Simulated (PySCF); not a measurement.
# Field gradients at the hydrogen positions

Compound: C3H12O2Si3.
Geometry (GFN2-xTB, Å), atoms numbered from 1 in this order:
```xyz
20
C3H12O2Si3 angstrom
C      3.1053   -0.0453    0.2412
O      1.7135   -0.0306    0.2281
Si     0.7891   -0.0552   -1.1141
C     -0.9475    0.0105   -0.3319
Si    -1.2849    1.6242    0.6321
Si    -1.3391   -1.5090    0.7571
C     -1.8010   -0.0198   -1.5042
O     -1.3584   -0.0779   -2.6318
H      3.4884   -0.9248   -0.2808
H      3.4382   -0.0669    1.2791
H      3.5050    0.8450   -0.2494
H      1.0306   -1.2881   -1.8657
H      1.0740    1.1133   -1.9494
H     -0.4719    1.6553    1.8450
H     -0.9811    2.7817   -0.2139
H     -2.7077    1.6718    0.9924
H     -2.7567   -1.4716    1.1366
H     -1.0948   -2.7389   -0.0010
H     -0.5095   -1.4756    1.9584
H     -2.8965    0.0126   -1.3406
```

Level: PBE0/pcSseg-1 (PySCF, non-relativistic); Q(2H) = 0.00286 b; rigid geometry, the same for H and D, with no vibrational averaging.

Task: Rank these positions by the coupling χzz of a deuteron there, largest first.
A. H20 (formyl hydrogen)
B. H14 (Si–H hydrogen)
C. H9 (methyl hydrogen)
D. H16 (Si–H hydrogen)

Result: C (200 kHz), A (181 kHz), B (111 kHz), D (106 kHz).

Task: Give the electric field gradient Vzz (the principal value of largest size), its asymmetry and the 2H coupling at each hydrogen.

Result: 
| atom | bonded to | bond length (Å) | Vzz (au) | η | χzz (kHz) |
| --- | --- | --- | --- | --- | --- |
| H9 | C1 | 1.092 | 0.2974 | 0.08 | 200 |
| H10 | C1 | 1.090 | 0.3026 | 0.07 | 203 |
| H11 | C1 | 1.092 | 0.2973 | 0.08 | 200 |
| H12 | Si3 | 1.464 | 0.1601 | 0.03 | 108 |
| H13 | Si3 | 1.464 | 0.1599 | 0.03 | 107 |
| H14 | Si5 | 1.460 | 0.1648 | 0.02 | 111 |
| H15 | Si5 | 1.466 | 0.1599 | 0.02 | 107 |
| H16 | Si5 | 1.468 | 0.1584 | 0.03 | 106 |
| H17 | Si6 | 1.468 | 0.1587 | 0.03 | 107 |
| H18 | Si6 | 1.465 | 0.1600 | 0.02 | 108 |
| H19 | Si6 | 1.460 | 0.1650 | 0.03 | 111 |
| H20 | C7 | 1.108 | 0.2688 | 0.00 | 181 |

Task: Average by the element that carries the hydrogen.

Result: on C: 196 kHz over 4 positions, mean bond length 1.096 Å; on Si: 108 kHz over 8 positions, mean bond length 1.465 Å.

Task: How does χzz go with the bond length over the 8 Si–H bonds?

Result: A straight-line fit has a slope of -5.5 kHz for each 0.01 Å, with a correlation coefficient of -0.95, over lengths from 1.460 to 1.468 Å. The longer bonds have the smaller couplings here.

Task: A static deuteron (I = 1) shows a doublet split by (3/2)χ, (3/4)χ(1 + η) and (3/4)χ(1 − η) with the field along z, y and x of the gradient. What are these for H10?

Result: With |χ| = 203.4 kHz and η = 0.065: 305, 162 and 143 kHz, to first order and without motion.

Geometry: GFN2-xTB, one conformer, isolated molecule. GFN2-xTB bond lengths can be off by several hundredths of an ångström, more for odd bonds, and the gradients follow them. These gradients aren't converged with respect to the basis.

The run behind these numbers computed NMR shieldings as well. On one thread of an Arm Neoverse N1, no GPU (shared host), this took 1.7 min of wall time (with the writing of density and orbital grids) and 0.95 GiB of memory at its peak.
